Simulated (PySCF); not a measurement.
C₆ coefficients of unlike pairs at PBE

Calculated with PySCF 2.14 from the dipole response of each species, C₆(A,B) = (3/π) ∫ α_A(iu) α_B(iu) du, in atomic units, from isotropic polarisabilities. For ions this is the dispersion term alone; charge-induced terms of lower order in 1/R come first.

```csv
species,configuration,basis,relativity,α (bohr³),C₆ (like pair)
B(2+),[He] 2s1 (2S),dyall-av2z (11s7p2d),none,7.057,9.406
Ir(3+),[Xe] 4f14 5d6 (5D),def2-TZVPPD with the def2 core potential (60 electrons) (6s5p3d2f1g),core potential,6.422,36.43
B(3+),1s2 (1S),aug-cc-pCVTZ-DK (7s6p4d2f),spin-free X2C,0.01943,0.002520
Co+,[Ar] 3d8 (3F),dyall-av2z (16s12p7d2f),none,9.233,30.26
```

(1) Estimate C₆ for Co+ with B(2+).

No spin-orbit coupling is included.

The other pairs:

```json
{"pair": "Co+, Ir(3+)", "C₆": "32.01"}
{"pair": "Co+, B(3+)", "C₆": "0.1712"}
{"pair": "Ir(3+), B(2+)", "C₆": "14.50"}
{"pair": "B(3+), Ir(3+)", "C₆": "0.2095"}
{"pair": "B(3+), B(2+)", "C₆": "0.05740"}
```

Results:

(1) The integral gives 15.49. The combination rule 2 C_A C_B / (C_A α_B/α_A + C_B α_A/α_B) gives 16.07 and the geometric mean 16.87.
